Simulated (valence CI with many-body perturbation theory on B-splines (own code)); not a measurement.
Bi LXXI: electric-dipole lines

Computed by relativistic CI+MBPT: three valence electrons over a frozen Dirac-Fock core [Ne], a basis of 11 s, 11 p, 9 d, 7 f, 5 g, 2 h, 1 i functions for each j, with the one-electron correlation potential Σ1 (screened to all orders), the two-electron term Σ2, the three-electron term Σ3, Breit, model QED; selected single and double excitations, second order for the rest (own B-spline code, finite nucleus).

The last digits are not significant, and no measured levels were compared; by estimate large intervals hold to a few tenths of a per cent, small ones and those within an open d or f shell to about a per cent.

Lines 201 to 248 of 248 in falling wavelength, among levels below 2184.5 eV, chosen from the strongest by gf and those to the six lowest levels. Wavelengths and rates use the calculated energies. Electric multipoles are in the length gauge, E1 and E2 with the static RPA response of the core. Weak lines are less certain than strong ones. Lines between different terms over intervals too small for the method are left out, as are lines whose strength nearly cancels. The highest levels of a list are the least certain.

Levels are named by their leading jj configuration (3d3/2^4 stands for four electrons in 3d with j = 3/2), which in mixed levels can hold well under half, so a name can repeat and another be missing. Letters in brackets count levels of one name in rising energy.

| λ vac (Å) | Upper | Lower | A (s⁻¹) | S (a.u.) with core polarisation | S without |
| --- | --- | --- | --- | --- | --- |
| 12.18 | (3s 3p3/2 3d5/2) J=5/2 [a] | (3s 3p1/2 3p3/2) J=5/2 | 1.63e+11 | 8.71e-04 | 8.83e-04 |
| 12.07 | (3s 3p3/2 3d5/2) J=7/2 [a] | (3s 3p1/2 3p3/2) J=5/2 | 1.36e+11 | 9.46e-04 | 9.59e-04 |
| 12.02 | (3s 3p3/2 3d5/2) J=3/2 [a] | (3s 3p1/2 3p3/2) J=5/2 | 1.20e+09 | 4.10e-06 | 4.17e-06 |
| 11.98 | (3s 3p1/2 3d5/2) J=3/2 | (3s 3p1/2^2) J=1/2 | 4.70e+11 | 1.60e-03 | 1.62e-03 |
| 11.95 | (3s 3p3/2 3d5/2) J=1/2 | (3s 3p1/2 3p3/2) J=3/2 [b] | 1.44e+11 | 2.43e-04 | 2.46e-04 |
| 11.93 | (3s 3p3/2 3d5/2) J=5/2 [a] | (3s 3p1/2 3p3/2) J=3/2 [a] | 2.82e+09 | 1.42e-05 | 1.44e-05 |
| 11.81 | (3s 3p3/2 3d5/2) J=7/2 [b] | (3s 3p1/2 3p3/2) J=5/2 | 7.38e+10 | 4.80e-04 | 4.86e-04 |
| 11.80 | (3s 3p3/2 3d5/2) J=3/2 [b] | (3s 3p1/2 3p3/2) J=3/2 [b] | 1.50e+08 | 4.86e-07 | 4.92e-07 |
| 11.78 | (3s 3p3/2 3d5/2) J=5/2 [b] | (3s 3p1/2 3p3/2) J=3/2 [b] | 9.10e+10 | 4.40e-04 | 4.46e-04 |
| 11.77 | (3s 3p3/2 3d5/2) J=3/2 [a] | (3s 3p1/2 3p3/2) J=3/2 [a] | 6.94e+10 | 2.23e-04 | 2.26e-04 |
| 11.56 | (3s 3p3/2 3d5/2) J=3/2 [b] | (3s 3p1/2 3p3/2) J=5/2 | 7.10e+10 | 2.16e-04 | 2.19e-04 |
| 11.53 | (3s 3p3/2 3d5/2) J=5/2 [b] | (3s 3p1/2 3p3/2) J=5/2 | 3.76e+10 | 1.71e-04 | 1.73e-04 |
| 11.47 | (3s 3p3/2 3d5/2) J=1/2 | (3s 3p1/2 3p3/2) J=3/2 [a] | 7.02e+08 | 1.04e-06 | 1.06e-06 |
| 11.33 | (3s 3p3/2 3d5/2) J=3/2 [b] | (3s 3p1/2 3p3/2) J=3/2 [a] | 3.03e+09 | 8.70e-06 | 8.81e-06 |
| 11.31 | (3s 3p3/2 3d5/2) J=5/2 [b] | (3s 3p1/2 3p3/2) J=3/2 [a] | 2.51e+10 | 1.08e-04 | 1.09e-04 |
| 9.860 | (3p1/2 3p3/2 3d3/2) J=5/2 [a] | (3s^2 3p3/2) J=3/2 | 3.42e+08 | 9.72e-07 | 9.88e-07 |
| 9.618 | (3p1/2^2 3d3/2) J=3/2 | (3s^2 3p1/2) J=1/2 | 8.87e+08 | 1.56e-06 | 1.59e-06 |
| 9.605 | (3p1/2 3d3/2^2) J=5/2 | (3s 3p1/2 3p3/2) J=3/2 [b] | 2.70e+09 | 7.08e-06 | 7.20e-06 |
| 9.522 | (3p1/2 3p3/2 3d3/2) J=3/2 [b] | (3s^2 3p3/2) J=3/2 | 7.62e+07 | 1.30e-07 | 1.35e-07 |
| 9.513 | (3p1/2 3p3/2 3d3/2) J=5/2 [b] | (3s^2 3p3/2) J=3/2 | 1.46e+09 | 3.72e-06 | 3.79e-06 |
| 9.441 | (3p1/2 3d3/2^2) J=5/2 | (3s 3p1/2 3p3/2) J=5/2 | 5.76e+08 | 1.44e-06 | 1.45e-06 |
| 9.313 | (3s 3d3/2^2) J=3/2 | (3s^2 3p3/2) J=3/2 | 1.35e+08 | 2.15e-07 | 2.19e-07 |
| 9.289 | (3p1/2 3d3/2^2) J=5/2 | (3s 3p1/2 3p3/2) J=3/2 [a] | 2.47e+08 | 5.86e-07 | 5.95e-07 |
| 9.196 | (3s 3d3/2^2) J=5/2 | (3s^2 3p3/2) J=3/2 | 2.90e+09 | 6.67e-06 | 6.77e-06 |
| 8.732 | (3p1/2 3p3/2 3d5/2) J=3/2 [a] | (3s^2 3p3/2) J=3/2 | 6.83e+07 | 8.98e-08 | 9.09e-08 |
| 8.453 | (3s 3d3/2 3d5/2) J=5/2 [a] | (3s^2 3p3/2) J=3/2 | 1.65e+08 | 2.94e-07 | 3.00e-07 |
| 8.441 | (3p1/2 3p3/2^2) J=3/2 | (3s 3p1/2^2) J=1/2 | 7.27e+08 | 8.63e-07 | 8.73e-07 |
| 8.331 | (3p1/2 3p3/2^2) J=1/2 | (3s 3p1/2^2) J=1/2 | 6.83e+09 | 3.90e-06 | 3.94e-06 |
| 8.329 | (3s 3p3/2^2) J=1/2 | (3s^2 3p1/2) J=1/2 | 1.07e+10 | 6.12e-06 | 6.19e-06 |
| 8.298 | (3s 3d3/2 3d5/2) J=5/2 [b] | (3s^2 3p3/2) J=3/2 | 3.51e+08 | 5.95e-07 | 6.04e-07 |
| 8.297 | (3s 3p3/2 3d3/2) J=3/2 [a] | (3s 3p1/2^2) J=1/2 | 2.04e+09 | 2.30e-06 | 2.33e-06 |
| 8.284 | (3s 3p3/2^2) J=3/2 | (3s^2 3p1/2) J=1/2 | 3.96e+09 | 4.45e-06 | 4.50e-06 |
| 8.283 | (3s 3p3/2 3d3/2) J=1/2 [a] | (3s 3p1/2^2) J=1/2 | 4.41e+09 | 2.47e-06 | 2.50e-06 |
| 8.258 | (3s 3d3/2 3d5/2) J=3/2 [b] | (3s^2 3p3/2) J=3/2 | 9.13e+08 | 1.01e-06 | 1.03e-06 |
| 8.200 | (3s 3d3/2 3d5/2) J=1/2 | (3s^2 3p3/2) J=3/2 | 2.90e+09 | 1.58e-06 | 1.60e-06 |
| 8.069 | (3s 3p3/2 3d3/2) J=3/2 [b] | (3s 3p1/2^2) J=1/2 | 5.87e+08 | 6.08e-07 | 6.17e-07 |
| 7.517 | (3s 3p3/2 3d5/2) J=3/2 [a] | (3s 3p1/2^2) J=1/2 | 1.31e+09 | 1.10e-06 | 1.12e-06 |
| 7.391 | (3s 3p3/2 3d5/2) J=1/2 | (3s 3p1/2^2) J=1/2 | 4.90e+09 | 1.95e-06 | 1.99e-06 |
| 7.333 | (3s 3p3/2 3d5/2) J=3/2 [b] | (3s 3p1/2^2) J=1/2 | 2.06e+09 | 1.61e-06 | 1.64e-06 |
| 6.527 | (3p1/2 3p3/2 3d3/2) J=3/2 [a] | (3s^2 3p1/2) J=1/2 | 5.92e+08 | 3.25e-07 | 3.29e-07 |
| 6.515 | (3p1/2 3p3/2 3d3/2) J=1/2 [a] | (3s^2 3p1/2) J=1/2 | 3.15e+08 | 8.59e-08 | 8.71e-08 |
| 6.409 | (3p1/2 3p3/2 3d3/2) J=3/2 [b] | (3s^2 3p1/2) J=1/2 | 4.76e+08 | 2.47e-07 | 2.50e-07 |
| 6.041 | (3p1/2 3p3/2 3d5/2) J=3/2 [a] | (3s^2 3p1/2) J=1/2 | 9.28e+07 | 4.04e-08 | 4.08e-08 |
| 5.947 | (3p1/2 3p3/2 3d5/2) J=1/2 | (3s^2 3p1/2) J=1/2 | 8.91e+09 | 1.85e-06 | 1.88e-06 |
| 5.933 | (3p1/2 3p3/2 3d5/2) J=3/2 [b] | (3s^2 3p1/2) J=1/2 | 1.27e+10 | 5.22e-06 | 5.30e-06 |
| 5.884 | (3s 3d3/2 3d5/2) J=3/2 [a] | (3s^2 3p1/2) J=1/2 | 9.44e+08 | 3.80e-07 | 3.84e-07 |
| 5.810 | (3s 3d3/2 3d5/2) J=3/2 [b] | (3s^2 3p1/2) J=1/2 | 1.70e+10 | 6.60e-06 | 6.68e-06 |
| 5.781 | (3s 3d3/2 3d5/2) J=1/2 | (3s^2 3p1/2) J=1/2 | 2.20e+10 | 4.19e-06 | 4.25e-06 |
